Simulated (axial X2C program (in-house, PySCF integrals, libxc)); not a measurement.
VH: the levels of the configuration d4 s0 p(π)0

Computed with an in-house all-electron X2C program for linear molecules (integrals from PySCF): two-component X2C with atomic mean-field Coulomb and Gaunt terms, basis V dyall-v3z, H dyall-v3z (cores contracted in-house). Orbitals come from Hartree–Fock averaged over the configuration V d4 s0 p(π)0; CI then distributes these electrons over the d, s, p(π) shells of V.

R = 1.773 Å (near the minimum of the configuration average).

Active spinors (ω > 0):

```
shell    ω  ε (eV)                 character
    d  1/2   -0.11  55% V d, 37% V s, 5% V p
    d  1/2    0.97                   98% V d
    d  3/2    0.99                   98% V d
    d  3/2    1.16                  100% V d
    d  5/2    1.19                  100% V d
    s  1/2    2.15          83% V s, 13% V p
 p(π)  1/2    0.93                   99% V p
 p(π)  3/2    0.93                   99% V p
```

Lowest levels of this model:

```
Ω  energy (cm⁻¹)     g∥  μ (D)  configuration
0              0   0.00  -4.44        100% d4
0              0   0.00  -4.44        100% d4
1             65   0.01  -4.44        100% d4
2            135   4.01  -4.44        100% d4
3            212   8.01  -4.44        100% d4
4            295  12.01  -4.44        100% d4
1           2033   6.00  -4.65        100% d4
0           2070   0.00  -4.65        100% d4
0           2076   0.00  -4.65        100% d4
1           2113   1.99  -4.65        100% d4
2           2152   6.00  -4.65        100% d4
3           2190  10.00  -4.65        100% d4
0           4895   0.00  -4.92        100% d4
1           4896   4.00  -4.92        100% d4
2           4897   8.01  -4.92        100% d4
2          12941   4.01  -4.54        100% d4
3          13093   8.00  -4.54        100% d4
0          15355   0.00  -4.52        100% d4
0          15368   0.00  -4.52        100% d4
3          15911   5.70  -4.31        100% d4
4          16047   9.12  -4.38        100% d4
4          16195   6.99  -4.56        100% d4
5          16240  10.34  -4.62        100% d4
6          16373  14.00  -4.66        100% d4
4          16493   7.90  -4.46        100% d4
5          16582  11.67  -4.48        100% d4
0          17039   0.00  -4.62        100% d4
5          21541  10.02  -4.72        100% d4
5          21603  11.98  -4.89        100% d4
```

g∥ is the magnitude of 2⟨Lz + ge Sz⟩ for the +Ω component. μ is positive if the H end is positive.

This point took 0.33 s on 1 thread of Arm Neoverse V1 (shared host).

Dynamic correlation is missing, so gaps between terms are too wide and other configurations may lie lower; the lowest level listed is that of this model, not necessarily the ground state. For d shells the ligand-field splittings (σ, π, δ) and their order can be off by a thousand cm⁻¹ or more. At most 4 roots were kept for each Ω > 0 (twice that for Ω = 0) within 3.2 eV of the lowest, so higher up levels can be missing between those listed; levels with Ω > 0 are doubly degenerate and listed once, Ω = 0 levels singly. Some active spinors are only partly of the character that their shell is named for, so the shell names and counts are nominal. States that fill the shells left empty in the average are placed too high.
